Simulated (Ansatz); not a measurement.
A structure relaxed at PBE0-D4/def2-TZVP, charge 0, multiplicity 1:

```xyz
7

N     0.628   -1.096   -1.303
Zn   -0.015   -0.043    0.024
N    -0.710    0.853    1.436
H     0.754   -0.680   -2.214
H     1.434   -1.670   -1.102
H    -1.713    0.844    1.553
H    -0.378    1.791    1.607
```

**Question.** Give its formula and SMILES.

**Answer.** H4N2Zn, `[NH2][Zn][NH2]`.

**Question.** Point group (tolerance 0.08 Å, 0.16 Å for H)?

**Answer.** C2.

**Question.** Summarise the bond lengths by kind.

**Answer.** 2 × N–Zn 1.811 Å; 4 × H–N 1.009 to 1.010 Å.

All numbers were calculated with Ansatz.
